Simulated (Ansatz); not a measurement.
C₂H₁₀AlClOSi (`[CH3][Al-]([CH3])([Cl])[OH+][SiH3]`), 16 atoms. The species carries charge 0 and has multiplicity 1. All runs use 4 threads of an Arm Neoverse V2 on a shared host. Correlated methods freeze the cores.

Question: How many basis functions does each run have, and how long does it take in Ansatz? RHF-MP2/def2-TZVPP energy; RKS ωB97M-V/def2-TZVPP energy and forces; RKS LC-ωPBE/def2-TZVPP energy; RHF-MP2/def2-QZVPP energy; RKS ωB97M-V/def2-QZVPP energy; RKS PBE0-D4/def2-TZVPP energy; RKS SPW92 (LDA)/def2-TZVPP energy; direct RPA on PBE orbitals/def2-TZVPP energy; RKS PBE0-D4/def2-SVP energy; RKS PBE0-D4/def2-QZVPP energy; RKS ωB97M-V/def2-SVP energy; RHF-CCSD(T)/def2-SVP energy. (An estimate is asked.)

Answer: Ansatz gave: Other jobs shared the machine, so times are rough.

| level | job | functions | wall time | peak host memory (GiB) |
| --- | --- | --- | --- | --- |
| RKS PBE0-D4/def2-SVP | energy | 146 | 2.3 s | 0.79 |
| RKS SPW92 (LDA)/def2-TZVPP | energy | 359 | 2.6 s | 0.67 |
| RKS LC-ωPBE/def2-TZVPP | energy | 359 | 5.5 s | 1 |
| RKS PBE0-D4/def2-TZVPP | energy | 359 | 7.5 s | 1.4 |
| RHF-MP2/def2-TZVPP | energy | 359 | 8.5 s | 1.2 |
| RKS ωB97M-V/def2-SVP | energy | 146 | 9 s | 0.79 |
| direct RPA on PBE orbitals/def2-TZVPP | energy | 359 | 12 s | 1.3 |
| RHF-CCSD(T)/def2-SVP | energy | 146 | 20 s | 1.1 |
| RKS PBE0-D4/def2-QZVPP | energy | 681 | 24 s | 3.7 |
| RKS ωB97M-V/def2-TZVPP | energy and forces | 359 | 25 s | 2 |
| RKS ωB97M-V/def2-QZVPP | energy | 681 | 47 s | 4.4 |
| RHF-MP2/def2-QZVPP | energy | 681 | 60 s | 6.8 |

LC-ωPBE has ω = 0.4 bohr⁻¹.
